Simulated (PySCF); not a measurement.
Mapped SMILES: `[CH2:1]=[CH:2][c:3]1[cH:4][cH:5][cH:6][cH:7][cH:8]1`. Each H is labelled by its parent atom. Ha(C1) is cis to C3; Hb(C1) is trans to C3.

Geometry: PBE0-D3(BJ)/def2-TZVP; GIAO absolute shieldings from PySCF, gas phase, non-relativistic, averaged over equivalent atoms.

At PBE0/pcSseg-2 (400 basis functions, 3.3 min wall time (5.6 min CPU) on 2 threads of an Intel Xeon, shared host):
| atoms | σ (ppm) |
| --- | --- |
| C2 | 35.7 |
| C3 | 38.7 |
| C5/C7 | 47.9 |
| C6 | 48.3 |
| C4/C8 | 49.9 |
| C1 | 64.6 |
| H(C4)/H(C8) | 23.69 |
| H(C5)/H(C7) | 23.87 |
| H(C6) | 23.96 |
| H(C2) | 24.43 |
| Ha(C1) | 25.23 |
| Hb(C1) | 25.99 |

Estimate the result of repeating the calculation with wB97X-D/pcSseg-2.

## Answers


```
      atoms  σ at wB97X-D/pcSseg-2  change
         C2                   34.9    -0.8
         C3                   37.3    -1.4
      C5/C7                   46.6    -1.3
         C6                   47.0    -1.3
      C4/C8                   48.5    -1.4
         C1                   63.6    -1.0
H(C4)/H(C8)                  23.77   +0.08
H(C5)/H(C7)                  23.95   +0.08
      H(C6)                  24.04   +0.08
      H(C2)                  24.54   +0.11
     Ha(C1)                  25.31   +0.08
     Hb(C1)                  26.06   +0.07
```

The largest change is at C3 (substituted aromatic carbon). Cost: 400 basis functions, 3.3 min wall time (6 min CPU) on 2 threads of an Intel Xeon, shared host. The order of the carbon signals is the same at both levels.

The carbons averaged at δ 136.1 differ by 8 ppm in this conformer.
